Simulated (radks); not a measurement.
Species: neutral dysprosium. Configuration: [Xe] 4f9 6s2 6p1 (not the ground configuration). Calculated with a radial shooting solver on a logarithmic mesh with Libxc functionals: scalar-relativistic Kohn-Sham, LDA (Slater exchange, Perdew-Wang correlation), spin-unpolarised, spherical densities, finite nucleus; Fermi nuclear charge, rms radius 5.2218 fm.

Normalised radial functions P(r) = r R(r), r in bohr:

r	4d	5s
0.00315	0.0002	0.1095
0.003697	0.0004	0.1206
0.004339	0.0006	0.1319
0.005091	0.0009	0.1427
0.005975	0.0014	0.1526
0.006956	0.0021	0.1602
0.008162	0.0032	0.1656
0.009579	0.0049	0.1669
0.01124	0.0075	0.1627
0.01319	0.0114	0.1514
0.01536	0.0169	0.1326
0.01802	0.0254	0.1029
0.02115	0.0379	0.0624
0.02482	0.0560	0.0110
0.02912	0.0816	-0.0495
0.0339	0.1153	-0.1117
0.03979	0.1631	-0.1760
0.04669	0.2262	-0.2298
0.05479	0.3063	-0.2613
0.0643	0.4035	-0.2581
0.07485	0.5084	-0.2138
0.08784	0.6238	-0.1203
0.1031	0.7296	0.0142
0.121	0.8035	0.1678
0.142	0.8176	0.3043
0.1666	0.7430	0.3794
0.1939	0.5701	0.3581
0.2276	0.2754	0.2214
0.2671	-0.1148	-0.0129
0.3134	-0.5514	-0.2824
0.3678	-0.9621	-0.4955
0.4282	-1.2580	-0.5636
0.5025	-1.4145	-0.4454
0.5897	-1.3946	-0.1469
0.692	-1.2249	0.2544
0.812	-0.9641	0.6481
0.9453	-0.6936	0.9214
1.109	-0.4387	1.0457
1.302	-0.2455	0.9991
1.528	-0.1200	0.8268
1.793	-0.0504	0.5979
2.087	-0.0189	0.3879
2.449	-0.0056	0.2143
2.874	-0.0013	0.1017
3.373	-0.0002	0.0408
3.958	0.0000	0.0135
4.645	0.0000	0.0036
5.407	0.0000	0.0008
6.346	0.0000	0.0001
7.447	0.0000	0.0000
8.739	0.0000	0.0000
10.26	0.0000	0.0000
11.94	0.0000	0.0000
14.01	0.0000	0.0000
16.44	0.0000	0.0000

4d: eigenvalue -163.19 eV, 1 radial node at r = 0.256 bohr, <r> = 0.608 bohr, 90 % of the charge inside 0.914 bohr. 5s: eigenvalue -56.235 eV, 4 radial nodes at r = 0.0256, 0.102, 0.265, 0.627 bohr, <r> = 1.28 bohr, 90 % of the charge inside 1.84 bohr.
